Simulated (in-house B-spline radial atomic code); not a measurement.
Radial electron density of Ge3+, [Ar] 3d9 4s1 6f1. Level of theory: Dirac-Hartree-Fock, average of configuration, Fermi nucleus of rms radius 4.0742 fm; calculated with a radial B-spline atomic code at the basis-set limit.

Columns: r (bohr), 4πr²n(r) (electrons per bohr), bar.

```
 0.00203    1.209 #
 0.00258    1.861 ##
 0.00326    2.808 ###
 0.00413    4.208 ####
 0.00523    6.208 ######
 0.00662    8.984 #########
 0.00839    12.72 ############
  0.0106    17.41 #################
  0.0134    22.99 ######################
   0.017    29.09 ############################
  0.0216    34.73 #################################
  0.0273    38.51 #####################################
  0.0346    39.44 ######################################
  0.0438    37.28 ####################################
  0.0554    33.65 ################################
  0.0702    31.77 ###############################
  0.0889    34.51 #################################
   0.113    41.13 ########################################
   0.142    45.71 ############################################
    0.18     42.7 #########################################
   0.228    32.46 ###############################
   0.289    23.65 #######################
   0.366     23.4 #######################
   0.464    27.76 ###########################
   0.587    27.29 ##########################
   0.744    19.63 ###################
   0.942    10.38 ##########
    1.19    4.417 ####
    1.51    1.819 ##
    1.91   0.8503 #
    2.42   0.3594 
    3.07   0.1142 
    3.88  0.01689 
    4.92  0.01301 
    6.22  0.06573 
    7.88  0.02055 
    9.98  0.03273 
    12.6   0.1356 
      16  0.06633 
    20.3 0.006431 
    25.7 0.0001133 
    32.5 2.661e-07 
    41.1 5.556e-11
```

On this grid the curve has 5 maxima, near 0.0346, 0.142, 0.464, 6.22, 12.6 bohr.

The 6f5/2 radial function P(r) = rR(r), positive near the nucleus, with its small component Q(r) (sign convention: Q ≈ (P' + κP/r)/2c):

```tsv
r (bohr)	P	Q
0.18	0.0006977	8.499e-05
0.289	0.002708	0.0001945
0.464	0.008965	0.0003788
0.744	0.02636	0.0006753
1.19	0.07321	0.00114
1.91	0.1711	0.001425
3.07	0.2064	0.0004542
4.92	-0.1124	-0.0009135
7.88	-0.1434	0.000311
12.6	0.3683	0.0003542
20.3	0.0802	-5.261e-05
32.5	0.000516	-7.208e-07
```
